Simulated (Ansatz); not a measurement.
Start from `FC1=NC[Se]1` and change one atom or group to get `FC1=NC(F)[Se]1`.

Ansatz, PBE0-D4/def2-TZVP geometries, multiplicity 1. 

Scalar relativity is left out up to krypton. Spin–orbit coupling is left out; it splits and shifts lone-pair levels of the heavy atoms by tenths of an eV.

| property | `FC1=NC[Se]1` |
| --- | --- |
| HOMO–LUMO gap (B3LYP/def2-TZVPP) / eV | 5.29 |
| HOMO energy (ωB97M-V/def2-TZVPP) / eV | -9.41 |
| size of the dipole moment (B3LYP/def2-TZVPP) / D | 2.18 |
| size of the dipole moment (PBE/def2-TZVPP) / D | 2.00 |
| HOMO–LUMO gap (PBE0/def2-TZVPP) / eV | 5.78 |
| ideal-gas entropy at 298 K and 1 bar (rigid rotor, harmonic PBE0-D4/def2-TZVP) / J/(mol·K) | 303 |

Problem. What does the change do to each property? (Best estimate.)

Solution. Computed: 
```
                                                                                  property  `FC1=NC(F)[Se]1`  shift
                                                     HOMO–LUMO gap (B3LYP/def2-TZVPP) / eV              5.16  -0.13
                                                     HOMO energy (ωB97M-V/def2-TZVPP) / eV             -9.65  -0.24
                                          size of the dipole moment (B3LYP/def2-TZVPP) / D              1.99  -0.19
                                            size of the dipole moment (PBE/def2-TZVPP) / D              1.79  -0.21
                                                      HOMO–LUMO gap (PBE0/def2-TZVPP) / eV              5.66  -0.12
ideal-gas entropy at 298 K and 1 bar (rigid rotor, harmonic PBE0-D4/def2-TZVP) / J/(mol·K)               322     19
```

With PBE0 the HOMO falls by 0.23 eV and the LUMO falls by 0.35 eV, so the gap narrows by about 0.12 eV. PBE moves the HOMO by -0.19 eV and ωB97M-V by -0.24 eV. Dipoles are sizes alone; their direction can turn.

Positive LUMOs are unbound, so they and the gaps depend on the basis.

B3LYP here is the variant with VWN-RPA as its local correlation; programs differ in this.
